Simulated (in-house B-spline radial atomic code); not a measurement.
Values are calculated unless marked as measured or tabulated.
## Softness against transferability: the 3d channel of Zn

Zn, [Ar] 3d10 4s2, non-relativistic LDA (VWN5), spherical and spin-unpolarised, from a B-spline radial code for spherical atoms (atomic units). The all-electron 3d level is ε = -0.398945 hartree and its outer maximum at 0.56 bohr.

Troullier-Martins pseudo-orbitals are made for several radii. The cutoffs (hartree) are the plane-wave energies beyond which the orbital holds less than the named kinetic energy per electron. The phase error is the difference, pseudo minus all-electron, of arctan(R P'/P) at R = 2.64 bohr for all radii, half a hartree below and above the level.

```csv
r_c (bohr),V_l(0) (hartree),cutoff for 10 mEh,for 1 mEh,for 0.1 mEh,phase error at ε − 0.5 (mrad),at ε + 0.5 (mrad)
1.25,-29.29,65.4,78.4,134,+0.2,+4.3
1.45,-23.79,52.4,62.7,107,+0.6,+9.4
1.67,-19.45,42.3,50.8,85,+1.4,+19.0
1.89,-16.27,34.9,42,69.6,+2.9,+33.6
2.11,-13.87,29.2,35.3,57.9,+5.8,+54.0
2.34,-11.92,24.8,29.8,48.4,+11.1,+82.0
```

Problem. Which radius needs the lowest cutoff for 0.1 mEh while both phase errors stay within 33.7 mrad?

Solution. The radii within that limit are 1.25, 1.45, 1.67, 1.89 bohr; of these r_c = 1.89 needs the least, 69.6 hartree, that is 139 Ry or 1894 eV.

Problem. What does the larger radius buy, and what does it cost?

Solution. From r_c = 1.25 to 2.34 bohr the cutoff for 1 mEh goes from 78.4 to 29.8 hartree, a factor of 2.63, against 3.50 for a pure 1/r_c² scaling, end to end; step by step it is 78.4, 62.7, 50.8, 42, 35.3, 29.8, and for 0.1 mEh 134, 107, 85, 69.6, 57.9, 48.4; the number of plane waves goes as the cutoff to the power 3/2, here a factor of 4.3. The larger of the two phase errors is least at r_c = 1.25 bohr, 4.3 mrad; it is 4.3 at the smallest radius and 82.0 at the largest. These errors test the reference atom alone. Large radii also let the cores of neighbours overlap, which an atom doesn't show.
